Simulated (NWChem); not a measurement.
# CH4NO (+1) in NWChem

```xyz
7

N      1.1085    -0.1283     0.0000
C     -0.4216    -0.3528     0.0000
O     -1.1205     0.5820     0.0000
H      1.5552    -0.5479     0.8311
H      1.5552    -0.5479    -0.8311
H      1.2987     0.8866     0.0000
H     -0.6750    -1.4318     0.0000
```
Charge +1, spin multiplicity 1.

All runs are NWChem calculations. All single points use one geometry, from PBE0/def2-SVP, a minimum by its harmonic frequencies.

Symmetry labels belong to the abelian group Cs used in the runs, with the axes of the coordinates shown.

The Pople sets run with spherical d functions. The structure started from a generated list of species.

Task: List the lowest 6 singlet excitations that TD-PBE/6-31+G* (spherical d) gives, with oscillator strengths.

Result: 
```json
[
 {"state": "1", "symmetry": "a\"", "energy (eV)": "5.17", "wavelength (nm)": "240", "f": "0.001"},
 {"state": "2", "symmetry": "a'", "energy (eV)": "7.30", "wavelength (nm)": "170", "f": "0.048"},
 {"state": "3", "symmetry": "a'", "energy (eV)": "8.78", "wavelength (nm)": "141", "f": "0.102"},
 {"state": "4", "symmetry": "a\"", "energy (eV)": "9.02", "wavelength (nm)": "137", "f": "0.018"},
 {"state": "5", "symmetry": "a'", "energy (eV)": "9.19", "wavelength (nm)": "135", "f": "0.019"},
 {"state": "6", "symmetry": "a\"", "energy (eV)": "9.48", "wavelength (nm)": "131", "f": "0.002"}
]
```
